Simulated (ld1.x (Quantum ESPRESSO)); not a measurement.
# An odd input for ld1.x (Quantum ESPRESSO) 7.5 (germanium)

Command:

```bash
ld1.x < Ge.in > Ge.out
```

Input:

```
&input
   title='Ge', zed=32., rel=1, dft='PBESOL', iswitch=3,
   config='[Ar] 3d10 4s2 4p2',
   nld=3, rlderiv=2.25, eminld=-10.0, emaxld=5.0, deld=0.04
 /
 &inputp
   pseudotype=3, tm=.true., lloc=-1, rcloc=2.05,
   nlcc=.false.,
   which_augfun='PSQ', rmatch_augfun_nc=.true.,
   file_pseudopw='Ge.UPF', file_wfcaegen='ae.wfc', file_wfcncgen='nc.wfc', file_beta='beta', file_chi='chi', file_wfcusgen='us.wfc'
 /
6
4S  1  0   2.00   0.00  1.95  2.05  0.0
4S  1  0   0.00   0.20  1.95  2.05  0.0
3P  2  1   6.00   0.00  0.90  1.20  0.0
4P  3  1   2.00   0.00  0.90  1.20  0.0
3D  3  2  10.00   0.00  1.25  1.45  0.0
3D  4  2   0.00  -0.40  1.25  1.45  0.0
 &test
   configts(1)='3p6 3d10 4s2 4p2'
 /
```

This is an input that runs to its end, with one change: pseudo principal number of 3D raised by one.

How does the run end?

The program runs through. The occupied levels of the test differ from the all-electron ones by at most 0.00004 Ry (unchanged input: 0.00004 Ry).

```
     eps = 1.9E-15  iter =  7

     Etot =   -4194.589934 Ry,   -2097.294967 Ha,  -57070.303424 eV
     Etotps =  -460.617269 Ry,    -230.308635 Ha,   -6267.017214 eV

     Ekin =      79.787299 Ry,      39.893650 Ha,    1085.561511 eV
     Encl =    -840.861493 Ry,    -420.430747 Ha,  -11440.503435 eV
     Ehrt =     398.676177 Ry,     199.338089 Ha,    5424.265720 eV
     Ecxc =     -40.972970 Ry,     -20.486485 Ha,    -557.465651 eV
     Epseu=     -57.246283 Ry,     -28.623142 Ha,    -778.875360 eV

     ---------------------- End of pseudopotential test ----------------------
```
